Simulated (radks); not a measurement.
Dynamic dipole polarisability and lines of the boron ion B+, [He] 2s2. Code: a radial shooting solver on a logarithmic mesh with Libxc functionals. Model: scalar-relativistic Kohn-Sham, LB94 model potential, spin-unpolarised, spherical densities, finite nucleus; Fermi nuclear charge, rms radius of each element as measured or else 0.836 A^(1/3) + 0.57 fm. Time-dependent linear response with the Hartree and adiabatic LDA kernel, continuum included through the Sternheimer equations, no spin-orbit coupling, so fine structure and intercombination lines are absent. Lines are the poles of the dipole polarisability below minus the highest occupied eigenvalue, found on a grid refined at the orbital gaps; the lowest seven at most are given, and weak or close lines can be missed. The first line takes the name of the lowest orbital gap if no other gap lies below it; otherwise a line is named after a gap within 0.6 % of it, if that gap stands alone.

photon energy (eV)  alpha (bohr^3)
0                            10.92
1.186                        11.14
2.766                        12.28
4.347                        15.13
5.928                        23.14
7.508                        86.28
9.089                       -32.22
10.670                      -11.15
12.250                      -5.603
13.831                      -2.742
15.412                     0.02514
16.993                      -46.04
18.573                      -2.958
20.154                       3.147
21.735                       18.48

Lines (eV, oscillator strength): 7.987 (155.2 nm, 2s-2p), f = 0.852; 16.904 (73.34 nm, unassigned), f = 0.179; 20.372 (60.86 nm, 2s-4p), f = 0.0580. Higher lines, where found, are left out when the end of the mesh affects them. Those listed give 96 % of the static polarisability (sum of f/w^2). Orbital energy gaps for comparison: 2s-2p 5.484 eV; 2s-3p 17.075 eV; 2s-4p 20.419 eV. At laser wavelengths: 1550 nm 11.02, 1064 nm 11.14, 780 nm 11.33, 532 nm 11.85, 355 nm 13.29, 266 nm 16.08, 193 nm 29.15 bohr^3. Measured terms reached by dipole lines (averaged over J; NIST Handbook of Basic Atomic Spectroscopic Data, eV): 2s-2p 9.100; 2s-3p 17.866; those above the model threshold have no computed partner.
